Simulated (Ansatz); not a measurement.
Two isomers of C3H6BF: A = `C[C@H]1B[C@@H]1F`, B = `FC1BCC1`.

Isolated molecules relaxed with PBE0-D4/def2-TZVP in Ansatz; ΔE leaves out vibrations. CCSD(T)/CBS adds triple-zeta CCSD(T) − MP2 to the extrapolated MP2 energy (def2 sets, frozen cores). Functionals use def2-TZVPP. B3LYP here is the variant with VWN-RPA as its local correlation; programs differ in this.

A:

```xyz
11

C    -1.243   -0.769    0.075
C    -0.125    0.210    0.309
B     1.360    0.205    0.677
C     0.910    0.548   -0.737
F     0.972    1.790   -1.325
H    -1.641   -1.147    1.020
H    -0.883   -1.625   -0.500
H    -2.064   -0.313   -0.483
H    -0.432    1.095    0.893
H     2.153    0.247    1.556
H     0.992   -0.240   -1.486
```

B:

```xyz
11

F     0.8725   -1.1849    1.8244
C     0.5189   -0.1334    1.0212
B    -0.9437    0.1200    0.6001
C    -0.5647    0.7304   -0.7784
C     0.5045   -0.3851   -0.5333
H     1.1776    0.7130    1.2183
H    -1.8854   -0.5637    0.8632
H    -0.0651    1.6971   -0.7981
H    -1.2341    0.6156   -1.6261
H     0.1514   -1.3882   -0.7780
H     1.4681   -0.2209   -1.0133
```

Which isomer does CCSD(T)/CBS put lower? Give the gap. (An estimate is asked.)

Computed: B, by 18.7 kcal/mol.

Give E(B) − E(A) in kcal/mol with HF/def2-TZVPP, ωB97M-V, PBE-D4, B2PLYP, B3LYP-D4, r2SCAN-D4, CCSD(T)/def2-TZVPP. (Best estimate.)

Ansatz gave: HF/def2-TZVPP -16.1, ωB97M-V -18.1, PBE-D4 -17.1, B2PLYP -17.1, B3LYP-D4 -16.0, r2SCAN-D4 -17.4, CCSD(T)/def2-TZVPP -19.0. None reverses the order clearly.

Largest T1 diagnostic: 0.012.

From PBE to PBE0 (25 % exact exchange), in def2-TZVPP and without D4, E(B) − E(A) moves by −1.0 kcal/mol. In def2-TZVPP, CCSD(T) changes the Hartree–Fock value by −2.9 kcal/mol (the triples alone add −0.4 kcal/mol) and MP2 by −3.5 kcal/mol.
